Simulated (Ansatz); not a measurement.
`BCBF` + H₂ → `BCB` + H–F at 500 K and 1 bar (hydrogenolysis of a B–F bond).

Gas-phase electronic energies from Ansatz, PBE0-D4/def2-TZVP geometries. CCSD(T)/CBS adds triple-zeta CCSD(T) − MP2 to the extrapolated MP2 energy (def2 sets, frozen cores). This one scheme is used for every species. One conformer a species, not always the lowest.

```json
{"species": "`BCBF`", "CCSD(T)/CBS energy (Eh)": "-190.47993", "H − E (kJ/mol)": "201.6", "S (J/(mol·K))": "355.7"}
{"species": "H₂", "CCSD(T)/CBS energy (Eh)": "-1.17544", "H − E (kJ/mol)": "41.0", "S (J/(mol·K))": "145.5"}
{"species": "`BCB`", "CCSD(T)/CBS energy (Eh)": "-91.21084", "H − E (kJ/mol)": "211.3", "S (J/(mol·K))": "329.6"}
{"species": "H–F", "CCSD(T)/CBS energy (Eh)": "-100.39570", "H − E (kJ/mol)": "39.4", "S (J/(mol·K))": "188.7"}
```

H − E and S are ideal-gas, rigid-rotor, harmonic terms from PBE0-D4/def2-TZVP, for one conformer and one mirror image of each species. The MP2-based limit puts H₂ 0.8 mEh under its directly extrapolated value; such offsets cancel only in part. 1 Eh = 2625.50 kJ/mol, R = 8.31446 J/(mol·K).

Question: By hand: ΔE, ΔH, ΔS and ΔG.

Answer: ΔE = (-91.21084) + (-100.39570) − (-190.47993) − (-1.17544) = 0.04883 Eh = 128.2 kJ/mol. Δ(H − E) = 211.3 + 39.4 − 201.6 − 41.0 = 8.1, so ΔH = 136.3 kJ/mol. ΔS = 329.6 + 188.7 − 355.7 − 145.5 = 17.1 J/(mol·K). ΔG = 136.3 − 500 × (17.1)/1000 = 127.8 kJ/mol.

Question: By hand: the equilibrium constant, and the temperature at which ΔG would vanish if ΔH and ΔS stayed fixed.

Answer: log₁₀ K = −ΔG/(RT ln 10) = -13.4. ΔG = 0 at ΔH/ΔS = 7971 K, far beyond where these terms or the molecules hold.

ΔH outweighs TΔS. A doubt of 5 kJ/mol in ΔE shifts log₁₀ K by 0.5 here. Other conformers and mirror images would add mixing entropy, several J/(mol·K) or more a flexible species. These are equilibria of isolated gas molecules and say nothing of rates. Largest T1 diagnostic: 0.013 (customary marks: 0.02 for closed shells, 0.045 for open ones).
